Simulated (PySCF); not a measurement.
C3F5O, SMILES O=C([C](F)F)C(F)(F)F, multiplicity 2. Coordinates come from a PBE-D3(BJ)/def2-SVP optimisation. The isomer is the one that the SMILES or the coordinates give; other isomers of the formula were not compared. Other conformers were not sampled.

Problem. Give the equilibrium geometry at PBE-D3(BJ)/def2-SVP (PySCF confirms it by a frequency run) as Cartesian coordinates in Å, and its point group. (An estimate is asked for; the answer gives what the named calculation found.)

Solution. One answer among several that fit: point group Cs.
```xyz
9

O      1.9216    -0.2745     0.0000
C      0.6857    -0.2240     0.0000
C     -0.1264    -1.4060     0.0000
F      0.3927    -2.6031     0.0000
F     -1.4386    -1.4042     0.0000
C     -0.0846     1.1250     0.0000
F      0.7766     2.1430     0.0000
F     -0.8776     1.2225     1.0929
F     -0.8776     1.2225    -1.0929
```
Charge 0, spin multiplicity 2.
